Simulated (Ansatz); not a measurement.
**Two structures, one formula**

The two ends of one reaction step of Si4NH12F, singlet (PBE0-D4/def2-TZVP).

A:

| atom | x (Å) | y (Å) | z (Å) |
| --- | --- | --- | --- |
| Si1 | -1.6036 | -0.3875 | 0.4746 |
| Si2 | 2.8855 | 0.1809 | -0.8530 |
| Si3 | -1.7060 | 1.0131 | -1.4037 |
| Si4 | -0.1888 | 0.3330 | 2.2011 |
| F5 | -3.0961 | -0.4387 | 1.0954 |
| H6 | 1.6976 | -0.7067 | -0.9203 |
| N7 | -1.0396 | -1.9084 | -0.0481 |
| H8 | 2.4483 | 1.5992 | -0.8186 |
| H9 | 3.6655 | -0.1264 | 0.3730 |
| H10 | 3.7410 | -0.0417 | -2.0473 |
| H11 | -2.5094 | 2.2309 | -1.1163 |
| H12 | -0.3350 | 1.4273 | -1.8048 |
| H13 | -2.3313 | 0.2858 | -2.5449 |
| H14 | -0.8119 | 1.4375 | 2.9772 |
| H15 | 0.1052 | -0.7979 | 3.1264 |
| H16 | 1.0991 | 0.8196 | 1.6364 |
| H17 | -0.6904 | -2.6016 | 0.5935 |
| H18 | -1.3297 | -2.3182 | -0.9208 |

B:

| atom | x (Å) | y (Å) | z (Å) |
| --- | --- | --- | --- |
| Si1 | -0.0572 | 0.0520 | 0.6714 |
| Si2 | 2.1848 | -0.1616 | 0.0248 |
| Si3 | -1.3427 | 0.8230 | -1.1304 |
| Si4 | -0.1760 | 1.5841 | 2.4450 |
| F5 | -0.6010 | -1.3730 | 1.2353 |
| H6 | 0.2489 | -2.3534 | -2.0289 |
| N7 | -0.6372 | -2.0626 | -1.6347 |
| H8 | 2.6174 | 1.1529 | -0.5260 |
| H9 | 3.0670 | -0.5054 | 1.1735 |
| H10 | 2.3676 | -1.1966 | -1.0298 |
| H11 | -1.6788 | 2.2576 | -0.8714 |
| H12 | -0.6053 | 0.7780 | -2.4182 |
| H13 | -2.6291 | 0.0852 | -1.2261 |
| H14 | -1.5847 | 1.8208 | 2.8635 |
| H15 | 0.6024 | 1.1266 | 3.6284 |
| H16 | 0.3987 | 2.8728 | 1.9676 |
| H17 | -0.8192 | -2.6413 | -0.8235 |
| H18 | -1.3555 | -2.2591 | -2.3207 |

Program: Ansatz 0.2.0. Basis: def2-TZVPP. Cores are frozen in the correlated methods. B3LYP uses VWN-RPA correlation.

Q: Which structure is lower at CCSD(T), and by how much? (To be estimated.)

A: The calculation gives: A, by 48.1 kJ/mol (electronic energy, against the other). By their contacts, A is a complex of Si₃NH₈F ([NH2][Si]([F])([SiH3])[SiH3]) + SiH₄ and B is a complex of Si₄H₉F ([F][Si]([SiH3])([SiH3])[SiH3]) + NH₃.

All methods give the same order:

```json
{"method": "SPW92", "E(B) − E(A) (kJ/mol)": "30.7"}
{"method": "PBE-D4", "E(B) − E(A) (kJ/mol)": "28.6"}
{"method": "BLYP-D4", "E(B) − E(A) (kJ/mol)": "42.7"}
{"method": "r2SCAN-D4", "E(B) − E(A) (kJ/mol)": "39.9"}
{"method": "B97M-V", "E(B) − E(A) (kJ/mol)": "37.8"}
{"method": "PBE0-D4", "E(B) − E(A) (kJ/mol)": "34.2"}
{"method": "B3LYP-D4", "E(B) − E(A) (kJ/mol)": "46.6"}
{"method": "r2SCAN0-D4", "E(B) − E(A) (kJ/mol)": "42.9"}
{"method": "BHLYP-D4", "E(B) − E(A) (kJ/mol)": "51.8"}
{"method": "CAM-B3LYP-D4", "E(B) − E(A) (kJ/mol)": "55.3"}
{"method": "wB97X-V", "E(B) − E(A) (kJ/mol)": "47.9"}
{"method": "wB97M-V", "E(B) − E(A) (kJ/mol)": "49.5"}
{"method": "B2PLYP", "E(B) − E(A) (kJ/mol)": "53.8"}
{"method": "PBE-QIDH", "E(B) − E(A) (kJ/mol)": "44.3"}
{"method": "RPA on PBE", "E(B) − E(A) (kJ/mol)": "49.8"}
{"method": "HF", "E(B) − E(A) (kJ/mol)": "73.2"}
{"method": "MP2", "E(B) − E(A) (kJ/mol)": "52.3"}
{"method": "CCSD", "E(B) − E(A) (kJ/mol)": "52.0"}
{"method": "CCSD(T)", "E(B) − E(A) (kJ/mol)": "48.1"}
```

T1 diagnostic: at most 0.013.

Labels in which every atom is bracketed show which atoms are joined, not bond orders.

For scale, one of the runs: CCSD(T)/def2-TZVPP, 398 basis functions, launched by `ansatz run in.yaml --threads 4 --pin off --events-out ev --progress --plain --max-ram 66560MiB --backend cuda --devices 0, --max-vram 37GiB`. The run took 18 s on 4 CPU threads of an AMD EPYC 7R13 and a share of one NVIDIA H100 (shared host), with 1.6 GiB of host memory at its peak.
